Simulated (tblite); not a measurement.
Input of a run (GFN2-xTB geometry optimisation, gas phase (tblite 0.8.0)), started from a force field or distance geometry:
```
{"job": {"kind": "relax", "xc": "GFN2-xTB", "basis": "xTB"}, "charge": 0, "multiplicity": 1}
C     -2.090300    -1.174100     0.175200
C     -1.978800     0.122200    -0.171800
F     -3.109100     0.792000    -0.415500
C     -0.731900     0.873300    -0.290600
C     -0.730600     2.160900    -0.623000
C      0.517900     0.229400    -0.032100
C      1.576800    -0.304600     0.179900
C      2.857800    -0.963400     0.448500
F      2.608700    -2.267000     0.777400
H     -1.251800    -1.804200     0.405700
H     -3.087800    -1.620800     0.230400
H      0.189600     2.723600    -0.720100
H     -1.657300     2.698900    -0.824200
H      3.389000    -0.503300     1.274500
H      3.493400    -0.954800    -0.436200
```

Output (eV, eV/Å):
```
step      E/eV     max force
  0    -745.30654    1.919
  1    -745.34857    1.222
  2    -745.36435    0.674
  3    -745.36657    0.934
  4    -745.37503    0.214
  5    -745.37975    0.194
  6    -745.38138    0.152
  7    -745.38227    0.079
  8    -745.38300    0.090
  9    -745.38360    0.091
 10    -745.38408    0.062
 11    -745.38447    0.052
 12    -745.38476    0.051
 13    -745.38506    0.051
 14    -745.38542    0.052
 15    -745.38578    0.056
 16    -745.38609    0.057
 17    -745.38637    0.054
 18    -745.38671    0.048
 19    -745.38705    0.045
 20    -745.38729    0.040
 21    -745.38741    0.022
 22    -745.38747    0.020
 23    -745.38753    0.019
 24    -745.38759    0.026
 25    -745.38767    0.028
 26    -745.38778    0.031
 27    -745.38790    0.028
 28    -745.38800    0.022
 29    -745.38808    0.020
 30    -745.38814    0.018
 31    -745.38823    0.026
 32    -745.38836    0.033
 33    -745.38850    0.034
 34    -745.38864    0.030
 35    -745.38876    0.026
 36    -745.38890    0.026
 37    -745.38905    0.031
 38    -745.38920    0.033
 39    -745.38935    0.032
 40    -745.38952    0.039
 41    -745.38968    0.032
 42    -745.38978    0.021
 43    -745.38981    0.013
 44    -745.38983    0.009
```

**Question.** Summarise the run.

**Answer.** The energy falls by 0.083 eV over 44 L-BFGS steps, the largest force on an atom goes from 1.92 to 0.009 eV/Å, and the atoms move by 0.074 Å rms after alignment. Among the bonds, C1=C2, C7–C8 and C1–H11 change most and about equally (-0.020 to -0.019 Å). Bonds longer at the end by more than 0.005 Å: 5 of 14; shorter: 6. Among the angles that change most is C2–C4–C6, from 120.0° to 115.9°. The energy never rose by more than 1e-5 eV on the way. The first step brought 50 % of the lowering.

**Question.** What are the final bond lengths?

**Answer.** C1=C2 1.326 Å, C2–F3 1.354 Å, C2–C4 1.463 Å, C4=C5 1.338 Å, C4–C6 1.418 Å, C6≡C7 1.203 Å, C7–C8 1.447 Å, C8–F9 1.378 Å, C1–H10 1.073 Å, C1–H11 1.075 Å, C5–H12 1.076 Å, C5–H13 1.076 Å, C8–H14 1.097 Å, C8–H15 1.097 Å. Numbering counts from 1 in the input's order; the species is `C=C(F)C(=C)C#CCF`.

On one thread, Arm Neoverse V1 (aarch64), shared host, this took 0.25 s.

Its GFN2-xTB frequencies are all real (lowest 21 cm⁻¹). The numbers are those of one conformer.

The values belong to the conformer `[CH2:1]=[C:2]([F:3])[C:4](=[CH2:5])[C:6]#[C:7][CH2:8][F:9]`: C1–C2–C4–C5 180°.

All values are computed, not measured.
